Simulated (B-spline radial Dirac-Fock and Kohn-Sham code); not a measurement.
## The L3 (2p3/2) hole of cadmium ions: width and yield against charge

Model: independent-particle radiative and Coulomb Auger rates from relativistic LDA hole-state orbitals, with Dirac-Fock energies. Program: a radial B-spline solver. Tabulated ground configurations, configuration averages; single configurations, so decays that open only by mixing (as 1s 2s² with 1s 2p² in Be-like ions) are missing and such tiny yields are far too low.

| ion | configuration | radiative (eV) | non-radiative (eV) | yield |
| --- | --- | --- | --- | --- |
| Cd | [Kr] 4d10 5s2 | 0.138 | 2.11 | 0.0615 |
| Cd⁺ | [Kr] 4d10 5s1 | 0.138 | 2.12 | 0.0614 |
| Cd²⁺ | [Kr] 4d10 | 0.139 | 2.12 | 0.0614 |
| Cd³⁺ | [Kr] 4d9 | 0.138 | 2.12 | 0.0613 |
| Cd⁴⁺ | [Kr] 4d8 | 0.138 | 2.11 | 0.0613 |
| Cd⁵⁺ | [Kr] 4d7 | 0.137 | 2.10 | 0.0612 |
| Cd⁶⁺ | [Kr] 4d6 | 0.136 | 2.09 | 0.0611 |
| Cd⁷⁺ | [Kr] 4d5 | 0.135 | 2.08 | 0.0610 |

Values without a named source are computed, but for edge energies of neutral atoms, which are taken from tables.
